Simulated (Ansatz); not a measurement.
`CC1C=CCC1` + `O[SiH]([SiH3])S` → `CO[SiH]([SiH3])S` + `C1=CCCC1`  (substitution at a C–C bond)

Computed with Ansatz on PBE0-D4/def2-TZVP structures; ΔE is electronic, products minus reactants. CCSD(T)/CBS is the MP2 limit (def2-TZVPP, def2-QZVPP) plus CCSD(T) − MP2 in def2-TZVPP, frozen cores. DFT in def2-TZVPP. B3LYP here is the variant with VWN-RPA as its local correlation; programs differ in this. Each species was taken in one conformer, which may not be the lowest.

`CC1C=CCC1`:

```xyz
16

C     0.862   -0.986   -1.329
C     0.682    0.287   -0.505
C    -0.661    0.917   -0.755
C    -1.490    0.760    0.270
C    -0.843    0.024    1.406
C     0.644    0.030    1.015
H     0.785   -0.780   -2.399
H     0.092   -1.720   -1.076
H     1.839   -1.439   -1.143
H     1.496    0.975   -0.759
H    -0.919    1.384   -1.699
H    -2.525    1.081    0.287
H    -1.019    0.499    2.376
H    -1.250   -0.992    1.486
H     1.146    0.851    1.532
H     1.161   -0.891    1.292
```

`O[SiH]([SiH3])S`:

```xyz
10

O    -1.434   -0.186    1.274
Si   -0.611   -0.088   -0.149
Si    1.434    0.924    0.344
S    -0.215   -2.014   -1.015
H    -2.205   -0.757    1.304
H    -1.400    0.649   -1.175
H     2.121    1.270   -0.929
H     2.285   -0.024    1.112
H     1.238    2.162    1.144
H    -1.213   -1.936   -1.909
```

`CO[SiH]([SiH3])S`:

```xyz
13

C     0.046    0.866    2.187
O     0.515    0.320    0.971
Si   -0.457   -0.420   -0.124
Si    0.928   -1.087   -1.879
S    -2.037    0.835   -0.844
H    -0.430    0.099    2.808
H    -0.675    1.669    2.006
H     0.902    1.272    2.727
H    -1.219   -1.530    0.516
H     0.148   -1.932   -2.822
H     1.404    0.124   -2.601
H     2.103   -1.856   -1.391
H    -1.229    1.640   -1.554
```

`C1=CCCC1`:

Cartesian coordinates in Å:
```
C -0.392 1.244 -0.354
C 0.646 0.688 -0.967
C 0.880 -0.721 -0.506
C 0.008 -0.820 0.756
C -1.034 0.303 0.625
H -0.774 2.238 -0.555
H 1.237 1.162 -1.743
H 1.934 -0.936 -0.305
H 0.563 -1.432 -1.281
H -0.443 -1.805 0.886
H 0.629 -0.629 1.635
H -1.265 0.775 1.584
H -1.988 -0.066 0.226
```

| level | ΔE (kJ/mol) | difference from CCSD(T)/CBS |
| --- | --- | --- |
| PBE-D4 | 47.2 | -6.7 |
| BLYP-D4 | 41.6 | -12.3 |
| r2SCANh-D4 | 49.2 | -4.7 |
| CAM-B3LYP-D4 | 44.2 | -9.7 |
| ωB97X-V | 46.8 | -7.1 |
| ωB97M-V | 49.7 | -4.2 |
| BLYP | 38.5 | -15.4 |
| PBE0 | 48.2 | -5.7 |
| B3LYP | 41.3 | -12.6 |
| r2SCAN0 | 49.9 | -4.0 |
| CAM-B3LYP | 43.2 | -10.7 |
| SCS-MP2/def2-TZVPP | 51.9 | -2.0 |
| CCSD/def2-TZVPP | 50.6 | -3.3 |
| CCSD(T)/def2-TZVPP | 51.6 | -2.3 |
| HF/def2-QZVPP | 38.9 | -15.0 |
| MP2/CBS(def2) | 60.2 | 6.3 |
| CCSD(T)/CBS | 53.9 | 0 |

Largest T1 diagnostic among the species: 0.012.

Leaving LDA and LC-ωPBE aside and taking each functional with its dispersion term where it has one, the values, not all of them listed here, spread over 11.3 kJ/mol, from BLYP-D4 to PBE-QIDH. LDA lies +5.2 kJ/mol from PBE without D4. In def2-TZVPP, CCSD(T) changes the Hartree–Fock value by +12.6 kJ/mol (the triples alone add +0.9 kJ/mol) and MP2 by +18.9 kJ/mol. At CCSD(T), def2-SVP lies −10.3 kJ/mol from the extrapolated value and def2-TZVPP −2.3 kJ/mol.
